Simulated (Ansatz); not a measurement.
```yaml
atoms:
  - { symbol: Ti, position_ang: [-0.0424, 0.0219, -0.3737] }
  - { symbol: O, position_ang: [-0.0202, 1.3567, 0.5682] }
  - { symbol: O, position_ang: [-0.0139, -1.3736, 0.5339] }
```

Basis set: aug-cc-pVDZ (spherical functions). Left uncorrelated: 7 orbitals. Charge 0, multiplicity 1.

Computed with Ansatz (development build ahead of 0.2.0); each method stands on the lowest determinant of its kind that the runs found. Restricted open shells among the atoms or ions are ROHF, correlated in semicanonical orbitals with singles.

Give the atomization energy at this shape (free ground-state atoms in the same class of orbitals less the molecule, no zero-point energy) of singlet TiO₂ by RHF-MP2, RHF.

```csv
method,atomization energy
RHF-MP2,1453.3 kJ/mol
RHF,403.7 kJ/mol
```

Caution: no unrestricted run beside it, a lower state can exist; other spin multiplicities were not run.
